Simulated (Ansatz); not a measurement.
C3H8AlCl at its PBE0-D4/def2-TZVP geometry, where that method's forces vanish. The species carries charge 0 and has multiplicity 1. The bonds changed during the relaxation, so this is another structure than the one it started from.

```xyz
13

C    -0.4625    0.1345   -1.4312
C    -0.0590    0.0068    0.0087
C     0.0030    1.3144    0.7428
Al    0.8640   -1.6034    0.6856
Cl   -1.4460   -1.0575    0.8834
H    -0.5933   -0.8343   -1.9149
H     0.3466    0.6584   -1.9520
H    -1.3770    0.7235   -1.5609
H     0.8323    1.8896    0.3162
H     0.2038    1.1858    1.8070
H    -0.9097    1.9082    0.6219
H     1.5580   -1.5054    2.1069
H     1.0399   -2.8206   -0.3136
```

(1) What forces (eV/Å) does PBE-D4/def2-TZVPP give on these atoms in Ansatz 0.2.0? (Best estimate.)

Answers

(1) Ansatz gave: 
```
C1   0.008 -0.029  0.012
C2   0.098  0.059 -0.053
C3   0.008 -0.027  0.015
Al4  0.118 -0.078  0.017
Cl5 -0.254 -0.142  0.132
H6  -0.024 -0.186 -0.112
H7   0.154  0.103 -0.116
H8  -0.185  0.128 -0.042
H9   0.163  0.125 -0.076
H10  0.045 -0.009  0.213
H11 -0.181  0.138 -0.024
H12  0.044  0.006  0.104
H13  0.006 -0.088 -0.070
```
